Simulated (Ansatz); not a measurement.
CoO₃F₃H₆⁻ (relaxed from a model of fac-[CoF3(H2O)3]-, whose bonding it doesn't keep). Total charge -1; quartet. Geometry B3LYP-D4/def2-SVPD, basis def2-TZVPD, Ansatz.

Cartesian coordinates in Å:
```
Co 0.273 0.672 0.312
F -0.691 -0.978 0.618
F 2.153 0.272 0.276
F -0.510 2.207 1.048
O 0.304 0.565 -1.881
O -2.539 0.571 2.135
O 1.159 -1.871 -1.092
H 0.563 -0.397 -1.860
H 1.129 1.022 -2.090
H -1.975 1.327 1.885
H -2.080 -0.172 1.704
H 0.400 -1.880 -0.464
H 1.814 -1.340 -0.590
```

```
run  HOMO (eV)  LUMO (eV)
  A      -3.12       2.68
  B      -2.69       2.33
  C      -5.75       4.14
  D      -5.63       3.20
  E      -0.43       0.69
  F      -0.91       1.29
```

HSE06 is defined as in plane-wave codes, on full-range PBE exchange. In the quartet geometry the species has come apart into loosely held pieces.

HOMO and LUMO are taken over both spins.

Task: The runs used BHLYP, HSE06, PBE, PBE0, r2SCAN, ωB97X-V. Estimate which is which.

Result: A PBE0 (25 % exact exchange); B HSE06 (range-separated); C ωB97X-V (range-separated); D BHLYP (50 % exact exchange); E PBE (0 % exact exchange); F r2SCAN (0 % exact exchange). Exact exchange lowers occupied and raises empty levels; among semilocal functionals meta-GGAs tend to open the gap a little, and such runs are hard to tell apart. The gap grows from 1.12 eV (PBE) to 9.89 eV (ωB97X-V).
